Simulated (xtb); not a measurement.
xtb input (GFN2-xTB):

```bash
xtb mol.xyz --gfn 2 --ohess tight --chrg 1 --uhf 0
```
mol.xyz:
```
4

F     -0.82874731    -1.02091363     0.00454193
C     -0.11301449    -0.01965542    -0.02858029
F     -0.77251291     1.11587319    -0.02722164
Br     1.64718247    -0.03383639     0.02772782
```

Output:

```
           -------------------------------------------------
          |                Calculation Setup                |
           -------------------------------------------------

           -------------------------------------------------
          |                 G F N 2 - x T B                 |
           -------------------------------------------------

        Reference                      10.1021/acs.jctc.8b01176
      * Hamiltonian:
        H0-scaling (s, p, d)           1.850000    2.230000    2.230000
        zeta-weighting                 0.500000
      * Dispersion:
        s8                             2.700000
        a1                             0.520000
        a2                             5.000000
        s9                             5.000000
      * Repulsion:
        kExp                           1.500000    1.000000
        rExp                           1.000000
      * Coulomb:
        alpha                          2.000000
        third order                    shell-resolved
        anisotropic                    true
        a3                             3.000000
        a5                             4.000000
        cn-shift                       1.200000
        cn-exp                         4.000000
        max-rad                        5.000000

          ...................................................
          :                      SETUP                      :
          :.................................................:
          :  # basis functions                  22          :
          :  # atomic orbitals                  21          :
          :  # shells                            9          :
          :  # electrons                        24          :
          :  max. iterations                   250          :
          :  Hamiltonian                  GFN2-xTB          :
          :  restarted?                      false          :
          :  GBSA solvation                  false          :
          :  PC potential                    false          :
          :  electronic temp.          300.0000000     K    :
          :  accuracy                    1.0000000          :
          :  -> integral cutoff          0.2500000E+02      :
          :  -> integral neglect         0.1000000E-07      :
          :  -> SCF convergence          0.1000000E-05 Eh   :
          :  -> wf. convergence          0.1000000E-03 e    :
          :  Broyden damping             0.4000000          :
          :  net charge                          1          :
          :  unpaired electrons                  0          :
          ...................................................

 iter      E             dE          RMSdq      gap      omega  full diag
   1    -14.9989036 -0.149989E+02  0.812E+00    5.41       0.0  T
   2    -15.0690761 -0.701726E-01  0.788E+00    2.15       1.0  T
   3    -15.1381131 -0.690370E-01  0.332E+00    3.00       1.0  T
   4    -15.1357386  0.237448E-02  0.186E+00    2.49       1.0  T
   5    -15.1384490 -0.271034E-02  0.889E-01    2.60       1.0  T
   6    -15.1392270 -0.778000E-03  0.199E-01    2.74       1.0  T
[...]
   full:        0.819      -0.006       0.008       2.083
molecular quadrupole (traceless):
                xx          xy          yy          xz          yz          zz
 q only:        3.942      -0.138      -1.546       0.125      -0.014      -2.396
  q+dip:        2.530      -0.115      -2.057       0.054       0.018      -0.473
   full:        2.807      -0.148      -2.867       0.049       0.035       0.060

           -------------------------------------------------
          |                Geometry Summary                 |
           -------------------------------------------------

      molecular mass/u    :      129.9110700
   center of mass at/Å    :        0.7726088      -0.0132232       0.0115372
  moments of inertia/u·Å² :        0.4290802E+02   0.1658555E+03   0.2087635E+03
rotational constants/cm⁻¹ :        0.3928784E+00   0.1016405E+00   0.8074989E-01

 * 3 selected distances

     #   Z          #   Z                                           value/Å
     1   9 F        2   6 C                                       1.2586034 (min)
     2   6 C        3   9 F                                       1.2586683
     2   6 C        4  35 Br                                      1.7804100 (max)

 * 2 distinct bonds (by element types)

   Z      Z             #   av. dist./Å        max./Å        min./Å
   6 C    9 F           2     1.2586358     1.2586683     1.2586034
   6 C   35 Br          1     1.7804100     1.7804100     1.7804100

           -------------------------------------------------
          |               Frequency Printout                |
           -------------------------------------------------
 projected vibrational frequencies (cm⁻¹)
eigval :       -0.00    -0.00     0.00     0.00     0.00     0.00
eigval :      313.51   379.37   508.77   663.51  1293.43  1429.53
 reduced masses (amu)
   1: 56.23   2: 70.94   3: 18.94   4: 19.10   5: 20.25   6: 79.26   7: 23.12   8: 37.51
   9: 13.65  10: 21.78  11: 14.80  12: 14.14
 IR intensities (km·mol⁻¹)
   1:  7.32   2:  4.58   3:  2.07   4:  3.59   5:  3.24   6:  2.78   7:  7.83   8: 29.98
   9: 53.54  10:  6.81  11:344.39  12:310.70
 Raman intensities (Ä⁴*amu⁻¹)
   1:  0.00   2:  0.00   3:  0.00   4:  0.00   5:  0.00   6:  0.00   7:  0.00   8:  0.00
   9:  0.00  10:  0.00  11:  0.00  12:  0.00
 output can be read by thermo (or use thermo option).
 writing <g98.out> molden fake output.
 recommended (thermochemical) frequency scaling factor: 1.0
           -------------------------------------------------
          |             Thermodynamic Functions             |
           -------------------------------------------------

c2v symmetry found (for desy threshold:  0.10E+00) used in thermo

          ...................................................
          :                      SETUP                      :
          :.................................................:
          :  # frequencies                           6      :
          :  # imaginary freq.                       0      :
Note: The following floating-point exceptions are signalling: IEEE_DENORMAL
normal termination of xtb
          :  linear?                             false      :
          :  only rotor calc.                    false      :
          :  symmetry                              c2v      :
          :  rotational number                       2      :
          :  scaling factor                  1.0000000      :
          :  rotor cutoff                   50.0000000 cm⁻¹ :
          :  imag. cutoff                  -20.0000000 cm⁻¹ :
          :.................................................:

    mode    ω/cm⁻¹     T·S(HO)/kcal·mol⁻¹    T·S(FR)/kcal·mol⁻¹   T·S(vib)
   ------------------------------------------------------------------------
   ------------------------------------------------------------------------

   temp. (K)  partition function   enthalpy   heat capacity  entropy
                                   cal/mol     cal/K/mol   cal/K/mol   J/K/mol
 298.15  VIB   1.75                  688.707      5.540      3.419
         ROT  0.466E+05              888.752      2.981     24.341
         INT  0.813E+05             1577.459      8.521     27.760
         TR   0.143E+28             1481.254      4.968     40.480
         TOT                        3058.7133    13.4888    68.2392   285.5130

       T/K    H(0)-H(T)+PV         H(T)/Eh          T*S/Eh         G(T)/Eh
   ------------------------------------------------------------------------
    298.15    0.487437E-02    0.153269E-01    0.324227E-01   -0.170958E-01
   ------------------------------------------------------------------------

         :::::::::::::::::::::::::::::::::::::::::::::::::::::
         ::                  THERMODYNAMIC                  ::
         :::::::::::::::::::::::::::::::::::::::::::::::::::::
         :: total free energy         -15.100750164402 Eh   ::
         ::.................................................::
         :: total energy              -15.083654390853 Eh   ::
         :: zero point energy           0.010452519510 Eh   ::
         :: G(RRHO) w/o ZPVE           -0.027548293059 Eh   ::
         :: G(RRHO) contrib.           -0.017095773548 Eh   ::
         :::::::::::::::::::::::::::::::::::::::::::::::::::::

optimized geometry written to: xtbopt.xyz

           -------------------------------------------------
          | TOTAL ENERGY              -15.083654390853 Eh   |
          | TOTAL ENTHALPY            -15.068327501386 Eh   |
          | TOTAL FREE ENERGY         -15.100750164402 Eh   |
          | GRADIENT NORM               0.000152082516 Eh/α |
          | HOMO-LUMO GAP               2.665523126555 eV   |
           -------------------------------------------------

------------------------------------------------------------------------
------------------------------------------------------------------------
 total:
 SCF:
 ANC optimizer:
 analytical hessian:
```
